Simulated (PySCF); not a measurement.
Atomic charges by several schemes

Species: C7H8F2O.
Atom-mapped SMILES: `[CH2:1]=[CH:2][C@H:3]1[CH2:4][C@@:5]([F:6])([C:7](=[O:8])[F:9])[CH2:10]1` (hydrogens: H11, H12 on C1; H13 on C2; H14 on C3; H15, H16 on C4; H17, H18 on C10)

Cartesian coordinates in Å at the PBE0-D3(BJ)/def2-SVP level; atoms count from 1:
```
atom  x, y, z in Å
C1    -2.7146    0.2781   -0.8606
C2    -1.3961    0.1552   -0.7042
C3    -0.7415   -0.5801    0.4163
C4     0.3135   -1.6348   -0.0138
C5     1.4455   -0.7463    0.5459
F6     2.2484   -1.3645    1.4588
C7     2.2880   -0.1143   -0.5372
O8     1.8968    0.6432   -1.3602
F9     3.5493   -0.5245   -0.5115
C10    0.3884    0.1960    1.1460
H11   -3.4173   -0.1693   -0.1498
H12   -3.1407    0.8287   -1.7031
H13   -0.7139    0.6151   -1.4305
H14   -1.5077   -0.9825    1.0948
H15    0.2641   -2.5661    0.5665
H16    0.3591   -1.8747   -1.0852
H17    0.3655    0.0797    2.2377
H18    0.4916    1.2588    0.8885
```

Density: PBE0/pcSseg-1 (PySCF); schemes: Mulliken, IAO, Hirshfeld and ESP-fitted. Isolated species at its PBE0-D3(BJ)/def2-SVP geometry (one conformer only).

**Question.** What partial charge does each atom carry?

**Answer.** In e:

```csv
atom,environment,Mulliken,IAO,Hirshfeld,ESP-fitted
C1,terminal =CH2 carbon,-0.150,-0.312,-0.103,-0.461
C2,alkene CH carbon,-0.142,-0.137,-0.043,-0.269
C3,allylic carbon,-0.346,-0.110,-0.021,+0.503
C4,four-membered-ring carbon,-0.071,-0.274,-0.071,-0.603
C5,sp3 C–F carbon,-0.015,+0.248,+0.093,+0.499
F6,alkyl fluorine,-0.298,-0.303,-0.107,-0.281
C7,acyl halide carbon,+0.599,+0.605,+0.236,+0.623
O8,carbonyl oxygen,-0.355,-0.401,-0.213,-0.463
F9,acyl fluorine,-0.233,-0.251,-0.071,-0.224
C10,four-membered-ring carbon,-0.056,-0.276,-0.073,-0.596
H11,vinylic hydrogen,+0.115,+0.140,+0.043,+0.181
H12,vinylic hydrogen,+0.124,+0.152,+0.049,+0.204
H13,vinylic hydrogen,+0.130,+0.150,+0.038,+0.181
H14,methine hydrogen,+0.119,+0.137,+0.044,0.000
H15,methylene hydrogen,+0.150,+0.164,+0.054,+0.185
H16,methylene hydrogen,+0.140,+0.151,+0.047,+0.171
H17,methylene hydrogen,+0.147,+0.163,+0.053,+0.182
H18,methylene hydrogen,+0.142,+0.155,+0.046,+0.167
```

Mean size of the charges over all atoms: ESP-fitted 0.322 e, IAO 0.229 e, Mulliken 0.185 e, Hirshfeld 0.078 e. Each set sums to the total charge, 0, to within 0.001 e. The Hirshfeld scheme weights the molecular density at each point by an atom's share of the summed free-atom densities. The IAO scheme counts the electrons in orthogonalised intrinsic atomic orbitals, a minimal basis polarised so that it spans the occupied orbitals exactly.

Lowest charge. The schemes don't all agree: Mulliken O8 (-0.355); IAO O8 (-0.401); Hirshfeld O8 (-0.213); ESP-fitted C4 (-0.603).

Highest charge. All schemes agree: Mulliken C7 (+0.599); IAO C7 (+0.605); Hirshfeld C7 (+0.236); ESP-fitted C7 (+0.623).

**Question.** Sum the charges by element, for elements with more than one atom.

**Answer.** 
```csv
element,atoms,Mulliken,IAO,Hirshfeld,ESP-fitted
C,7,-0.181,-0.257,+0.018,-0.303
F,2,-0.531,-0.554,-0.179,-0.505
H,8,+1.067,+1.212,+0.374,+1.270
```

**Question.** How closely do the schemes follow one another over all atoms?

**Answer.** Correlation coefficient and root-mean-square difference: IAO with Hirshfeld 0.98, 0.166 e; Mulliken with IAO 0.89, 0.117 e; Mulliken with Hirshfeld 0.89, 0.150 e; IAO with ESP-fitted 0.86, 0.200 e; Hirshfeld with ESP-fitted 0.83, 0.295 e; Mulliken with ESP-fitted 0.56, 0.309 e.

The run behind these numbers computed NMR shieldings as well. Time: 56 s wall; peak memory 1.1 GiB. Hardware: one thread of an Intel Xeon Platinum 8259CL at 2.50 GHz, on a shared host.
